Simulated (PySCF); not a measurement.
Computed shifts of a molecule C2H10OSi3, PBE/pcSseg-1 (PySCF), GIAO, gas phase, atoms alike by connectivity averaged where their shifts nearly agree, in ppm (number of nuclei): ²⁹Si: -3.0 (1), -33.9 (1), -59.7 (1). ¹³C: 32.7 (1), -6.0 (1). ¹H: 5.53 (1), 4.98 (1), 4.43 (1), 4.40 (3), 2.25 (1), 2.06 (1), 1.62 (1), 0.45 (1). References: ¹⁷O against H2O (σ = 334.3 ppm); ²⁹Si against TMS (σ = 335.4 ppm); ¹³C against TMS (σ = 182.0 ppm); ¹H against TMS (σ = 31.49 ppm), references at their B3LYP-D3(BJ)/def2-TZVP geometries, non-relativistic. The structure is a stationary point at B3LYP-D3(BJ)/def2-SVP. Other conformers were not sampled.

### Question
Which molecule gave these data?
A. OCC1[SiH2][SiH2][SiH2]1
B. C[Si@@]1([SiH3])OC[SiH2]1
C. C[Si@H]1OC[Si@H]1[SiH3]
D. O[Si@@H]1C[C@H]([SiH3])[SiH2]1

### Answer
D, O[Si@@H]1C[C@H]([SiH3])[SiH2]1
